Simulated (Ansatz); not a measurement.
Question: Name a neutral molecule of C, N, Si and H with HOMO energy (ωB97M-V/def2-TZVPP) between -8.55 and -8.25 eV and LUMO energy (B3LYP/def2-TZVPP) between 0.45 and 0.75 eV (Ansatz, PBE0-D4/def2-TZVP geometry).

Answer: `NC1=C[SiH]1N` (-8.43 eV, 0.66 eV). Other molecules can fit too; these were computed, each in one conformer that needn't be the lowest.

B3LYP here is the variant with VWN-RPA as its local correlation; programs differ in this.
